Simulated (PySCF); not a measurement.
C7H8BrN.
SMILES: `CNc1cccc(Br)c1`

All values: B3LYP/def2-SVPD (PySCF, non-relativistic), on one gas-phase PBE0-D3(BJ)/def2-SVP geometry that isn't relaxed in the solvent. The solvent is an IEF-PCM continuum (Bondi radii, 1.10 Å for H, scaled by 1.2), and excitations are vertical TDDFT with non-equilibrium linear response and a frozen core. Only the electrostatic response of the medium enters. Spin–orbit coupling is left out although an atom past zinc is present.

Gas-phase singlets (H = HOMO, L = LUMO):

| state | E (eV) | λ (nm) | f | leading configurations |
| --- | --- | --- | --- | --- |
| S1 | 4.447 | 279 | 0.049 | H→L 91% |
| S2 | 4.767 | 260 | 0.000 | H→L+1 74%, H→L+2 24% |
| S3 | 5.203 | 238 | 0.004 | H→L+3 95% |
| S4 | 5.260 | 236 | 0.111 | H→L+2 56%, H-1→L 24% |
| S5 | 5.490 | 226 | 0.000 | H-1→L+1 71%, H-1→L+2 24% |

Problem. Give the list for chloroform (ε = 4.711), n² = 2.09.

Solution. 
| state | E (eV) | λ (nm) | f | leading configurations | change by rank (eV) |
| --- | --- | --- | --- | --- | --- |
| S1 | 4.333 | 286 | 0.072 | H→L 94% | -0.114 |
| S2 | 4.633 | 268 | 0.000 | H→L+1 98% | -0.134 |
| S3 | 5.131 | 242 | 0.254 | H→L+2 86%, H-1→L 11% | -0.072 |
| S4 | 5.371 | 231 | 0.005 | H→L+3 92% | +0.111 |
| S5 | 5.484 | 226 | 0.000 | H-1→L+1 96% | -0.006 |

Problem. Give the list for acetone (ε = 20.49), n² = 1.85.

Solution. 
| state | E (eV) | λ (nm) | f | leading configurations | change by rank (eV) |
| --- | --- | --- | --- | --- | --- |
| S1 | 4.310 | 288 | 0.066 | H→L 94% | -0.137 |
| S2 | 4.593 | 270 | 0.000 | H→L+1 98% | -0.174 |
| S3 | 5.123 | 242 | 0.253 | H→L+2 87%, H-1→L 10% | -0.080 |
| S4 | 5.404 | 229 | 0.005 | H→L+3 90% | +0.144 |
| S5 | 5.491 | 226 | 0.000 | H-1→L+1 97% | +0.001 |

Problem. The ground-state energy changes by -0.223 eV from gas to acetone. By how much does the total energy of gas-phase S1 change?

Solution. E(S1) = E(S0) + excitation energy, so it changes by -0.223 − 0.137 = -0.360 eV: it is lowered more than the ground state, which is what a red shift means. This is the vertical state, with the slow part of the continuum still set for S0.

Problem. How do the frontier levels move from gas to acetone?

Solution. 
| orbital | gas (eV) | solvent (eV) | change (eV) |
| --- | --- | --- | --- |
| LUMO+2 | -0.15 | -0.16 | -0.01 |
| LUMO+1 | -0.17 | -0.26 | -0.09 |
| LUMO | -0.62 | -0.64 | -0.02 |
| HOMO | -5.78 | -5.68 | +0.10 |
| HOMO-1 | -6.73 | -6.84 | -0.11 |
| HOMO-2 | -7.85 | -8.10 | -0.25 |
| HOMO-3 | -8.11 | -8.14 | -0.03 |

The HOMO–LUMO gap goes from 5.16 to 5.03 eV. Rows go by rank; for LUMO+1 and LUMO+2 the atom shares or the degeneracy differ between the runs, so the row needn't follow one orbital.

The values belong to the conformer `[CH3:1][NH:2][c:3]1[cH:4][cH:5][cH:6][c:7]([Br:8])[cH:9]1`: C1–N2–C3–C4 9°.
